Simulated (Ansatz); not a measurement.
One change: `BrBBr` becomes `BBBr`.

Ansatz, PBE0-D4/def2-TZVP geometries, multiplicity 1. 

Outer-core shells of Br are correlated without core-valence functions. Scalar relativity is left out up to krypton. Spin–orbit coupling is left out.

| property | `BrBBr` |
| --- | --- |
| LUMO energy (B3LYP/def2-TZVPP) / eV | -2.20 |
| LUMO energy (PBE/def2-TZVPP) / eV | -2.93 |
| ideal-gas entropy at 298 K and 1 bar (rigid rotor, harmonic PBE0-D4/def2-TZVP) / J/(mol·K) | 291 |
| LUMO energy (PBE0/def2-TZVPP) / eV | -2.04 |
| size of the dipole moment (PBE/def2-TZVPP) / D | 0.22 |
| vertical ionisation energy (CCSD(T)/def2-TZVPP) / eV | 10.98 |

Task: Give the same properties after the change, and the shifts. (An estimate is asked.)

Result: Computed: 
```csv
property,`BBBr`,shift
LUMO energy (B3LYP/def2-TZVPP) / eV,-2.28,-0.08
LUMO energy (PBE/def2-TZVPP) / eV,-3.08,-0.15
"ideal-gas entropy at 298 K and 1 bar (rigid rotor, harmonic PBE0-D4/def2-TZVP) / J/(mol·K)",293,2
LUMO energy (PBE0/def2-TZVPP) / eV,-2.07,-0.03
size of the dipole moment (PBE/def2-TZVPP) / D,0.55,0.33
vertical ionisation energy (CCSD(T)/def2-TZVPP) / eV,10.39,-0.59
```

The zero-point energy changes by 49.0 kJ/mol with +6 modes. Dipoles are sizes alone; their direction can turn.

B3LYP here is the variant with VWN-RPA as its local correlation; programs differ in this.
